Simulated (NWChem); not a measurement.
System: NbClF$_{4}$; SMILES [F][Nb]([Cl])([F])([F])[F]

All runs: NWChem. No frequency run checked for a minimum. def2 effective core potentials on Nb; no spin-orbit coupling. Each level has its own optimisation.

```csv
level,r F–Nb (Å),r Cl–Nb (Å),dipole (D)
"B3LYP/3-21G (all-electron, non-relativistic)",1.854,2.346,0.24
"Hartree-Fock/STO-3G (all-electron, non-relativistic)",[?],[?],[?]
PBE0/def2-SVP (core potentials),1.849,2.249,1.27
```

Problem. What belongs in the gaps?

Solution. 
- Hartree-Fock/STO-3G (all-electron, non-relativistic), r F–Nb (Å): 1.788
- Hartree-Fock/STO-3G (all-electron, non-relativistic), r Cl–Nb (Å): 2.274
- Hartree-Fock/STO-3G (all-electron, non-relativistic), dipole (D): 1.32
